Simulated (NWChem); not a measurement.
System: TiH2I2; SMILES [I][TiH2][I]

The following NWChem deck was run.

```
start job
memory heap 200 mb stack 900 mb global 1100 mb
geometry units angstroms noautosym nocenter noautoz
  Ti     0.000000     0.000000    -1.110557
  I      2.220253     0.000000     0.098705
  I     -2.220253     0.000000     0.098705
  H      0.000000    -1.349482    -2.092264
  H      0.000000     1.349482    -2.092264
end
basis spherical
  Ti library def2-svpd
  I library def2-svpd
  H library def2-svpd
end
ecp
  I library def2-ecp
end
dft
  xc xpbe96 cpbe96
  iterations 150
end
property
  response 1 0.0
end
task dft property
```

All runs use the structure optimised with PBE0/def2-SVP. def2 effective core potentials on I; no spin-orbit coupling.

Static field.

Give the results of this calculation. (PBE/def2-SVPD with def2 effective core potentials on I.) Quantities: isotropic polarisability (bohr³); anisotropy (bohr³).


```
Property                          Result
--------------------------------  ------
isotropic polarisability (bohr³)   120.3
anisotropy (bohr³)                  71.0
```
